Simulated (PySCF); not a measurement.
C4H10O, SMILES CCCCO.

Geometry optimised at TPSSh-D3(BJ)/def2-SVP. The values are those of a single conformer.

These are CAM-B3LYP/def2-TZVP (PySCF) values and carry that method's errors.

Gas-phase values at a fixed geometry.

| Quantity | Value |
|---|---|
| total energy | -233.63593 hartree |
| point group | Cs |
| highest occupied level | -9.29 eV |
| lowest empty level | 1.86 eV |
| orbital gap | 11.15 eV |
| dipole moment | 1.59 D |
| quadrupole, principal values (traceless, Buckingham form, about the centre of nuclear charge) | -6.41, -0.77, 7.18 D·Å |
| mean static polarisability | 55.0 bohr³ (8.16 Å³) |
| polarisability, principal values | 48.8, 52.1, 64.2 bohr³ |
